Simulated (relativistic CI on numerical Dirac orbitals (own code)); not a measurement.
# Sensitivity of the levels of Ni X to α and to the nuclear radius

Method of calculation: Dirac-Coulomb-Breit CI, separate exchange-only KLI orbitals for each configuration, derivatives by finite differences, unscaled Slater integrals, QED left out (own radial code, finite nucleus).

Configuration list (outside the closed core [Ne]): 3s2 3p6 3d, 3s2 3p5 3d2, 3s 3p6 3d2, 3s2 3p6 4s, 3s2 3p6 4p, 3s2 3p6 4d, 3p6 3d3, 3p5 3d4. Double excitations out of closed p, d and f shells are left out; levels of such configurations are missing from the list, as are those of other unlisted configurations, and high levels can miss mixing partners.

With x = (α/α₀)² − 1 an excitation energy changes as ω = ω₀ + qx; K = 2q/ω₀ is the relative enhancement. Terms are leading LS components, so labels can repeat. The field-shift factor is F = δν/δ⟨r²⟩ for the transition from the lowest level.

Lowest level 3s2 3p6 3d 2D_3/2.

```tsv
Level	ω₀ (cm⁻¹)	q (cm⁻¹)	F (GHz/fm²)
3s2 3p6 3d 2D_5/2	3106	3074	0.0135
3s2 3p5 3d2 4D°_1/2	449779	5797	0.53
3s2 3p5 3d2 4D°_3/2	451182	6975	0.532
3s2 3p5 3d2 4D°_5/2	453528	8943	0.536
3s2 3p5 3d2 4D°_7/2	456957	12010	0.537
3s2 3p5 3d2 4G°_11/2	476201	6788	0.578
3s2 3p5 3d2 4G°_9/2	478168	6939	0.565
3s2 3p5 3d2 4G°_7/2	480935	8404	0.55
3s2 3p5 3d2 4P°_5/2	482602	7677	0.572
3s2 3p5 3d2 4G°_5/2	484051	9945	0.544
3s2 3p5 3d2 4P°_3/2	487106	11400	0.558
3s2 3p5 3d2 4P°_1/2	490667	15140	0.548
3s2 3p5 3d2 4F°_3/2	494513	6790	0.563
```

At this charge energies of transitions that change n are usually good to better than 1 %, and those within a shell (Δn = 0) to a few per cent.

(1) Which transition from the lowest level has the largest |K|?

Results:

(1) 3s2 3p6 3d 2D_5/2 at 3106 cm⁻¹, K = 1.98.
